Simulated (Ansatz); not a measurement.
**Match the barriers**

Saddle point of BSiH6ClO2, singlet (BH₂ClO₂ ([OH][B]([OH])[Cl]) + SiH₄ → BSiH₅O₂ ([OH][B]([OH])[SiH3]) + HCl; bonds formed: B1–Si6, Cl2–H5; bonds broken: B1–Cl2, H5–Si6), PBE0-D4/def2-TZVP structure:

```json
{"atom": "B1", "x (Å)": "-0.4285", "y (Å)": "0.5678", "z (Å)": "0.2507"}
{"atom": "Cl2", "x (Å)": "0.3557", "y (Å)": "1.7510", "z (Å)": "-1.6764"}
{"atom": "O3", "x (Å)": "-1.7525", "y (Å)": "0.3962", "z (Å)": "-0.0141"}
{"atom": "O4", "x (Å)": "0.0421", "y (Å)": "1.1302", "z (Å)": "1.3876"}
{"atom": "H5", "x (Å)": "0.5205", "y (Å)": "0.3727", "z (Å)": "-0.7695"}
{"atom": "Si6", "x (Å)": "0.8278", "y (Å)": "-1.2473", "z (Å)": "-0.0434"}
{"atom": "H7", "x (Å)": "-1.9561", "y (Å)": "0.2893", "z (Å)": "-0.9464"}
{"atom": "H8", "x (Å)": "-0.6160", "y (Å)": "1.6781", "z (Å)": "1.8275"}
{"atom": "H9", "x (Å)": "2.2779", "y (Å)": "-1.0476", "z (Å)": "0.1681"}
{"atom": "H10", "x (Å)": "0.1853", "y (Å)": "-1.9116", "z (Å)": "1.1162"}
{"atom": "H11", "x (Å)": "0.5436", "y (Å)": "-1.9785", "z (Å)": "-1.3003"}
```

Program: Ansatz 0.2.0. Basis: def2-TZVPP, with def2-QZVPP for the basis limit. Cores are frozen in the correlated methods. Extrapolation: Hartree–Fock as exp(−7.88 √X), correlation as X^−2.97. Four methods, as single points on the PBE0-D4 structures, gave these electronic barriers from the start structure: 1.927, 2.181, 2.487, 3.275 eV.

**Question.** The methods were, in alphabetical order, HF, MP2, PBE-D4, PBE0-D4. Which gave which? (A judgement: the text doesn't fix the answer.)

**Answer.** By the calculation: PBE-D4 1.927; PBE0-D4 2.181; MP2 2.487; HF 3.275 eV. For comparison, CCSD(T) at an estimated basis limit (MP2 extrapolated from triple and quadruple zeta, plus CCSD(T) − MP2 in triple zeta) gives 2.456 eV.

The T1 diagnostic stays at or below 0.014.

Labels in which every atom is bracketed show which atoms are joined, not bond orders.

For scale, one of the runs: CCSD(T)/def2-TZVPP, 261 basis functions, launched by `ansatz run in.yaml --threads 8 --pin off --events-out ev --progress --plain --max-ram 19148MiB`. The run took 71 s on 8 CPU threads of an Intel Xeon Platinum 8175M (shared host), with 6.2 GiB of host memory at its peak.
